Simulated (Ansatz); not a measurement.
One change: `COB(O)Br` becomes `C[O][In]([OH])[Br]`.

Ansatz, PBE0-D4/def2-TZVP geometries, multiplicity 1. Each molecule was computed in one conformer, which needn't be the lowest.

Elements past krypton have def2 core potentials. Scalar relativity is left out up to krypton.

```csv
property,`COB(O)Br`
HOMO energy (PBE0/def2-TZVPP) / eV,-8.49
HOMO–LUMO gap (PBE/def2-TZVPP) / eV,6.89
HOMO energy (ωB97M-V/def2-TZVPP) / eV,-10.75
HOMO energy (B3LYP/def2-TZVPP) / eV,-8.21
LUMO energy (B3LYP/def2-TZVPP) / eV,0.38
HOMO–LUMO gap (PBE0/def2-TZVPP) / eV,9.23
```

Task: What does the change do to each property? (Best estimate.)

Result: Computed: 
```json
{"property": "HOMO energy (PBE0/def2-TZVPP) / eV", "`C[O][In]([OH])[Br]`": "-7.93", "shift": "0.56"}
{"property": "HOMO–LUMO gap (PBE/def2-TZVPP) / eV", "`C[O][In]([OH])[Br]`": "3.29", "shift": "-3.60"}
{"property": "HOMO energy (ωB97M-V/def2-TZVPP) / eV", "`C[O][In]([OH])[Br]`": "-10.33", "shift": "0.42"}
{"property": "HOMO energy (B3LYP/def2-TZVPP) / eV", "`C[O][In]([OH])[Br]`": "-7.70", "shift": "0.51"}
{"property": "LUMO energy (B3LYP/def2-TZVPP) / eV", "`C[O][In]([OH])[Br]`": "-2.56", "shift": "-2.94"}
{"property": "HOMO–LUMO gap (PBE0/def2-TZVPP) / eV", "`C[O][In]([OH])[Br]`": "5.70", "shift": "-3.53"}
```

With PBE0 the HOMO rises by 0.56 eV and the LUMO falls by 2.98 eV, so the gap narrows by about 3.54 eV. PBE moves the HOMO by 0.72 eV and ωB97M-V by 0.42 eV.

B3LYP here is the variant with VWN-RPA as its local correlation; programs differ in this.

Spin–orbit coupling is left out; it splits and shifts lone-pair levels of the heavy atoms by tenths of an eV.
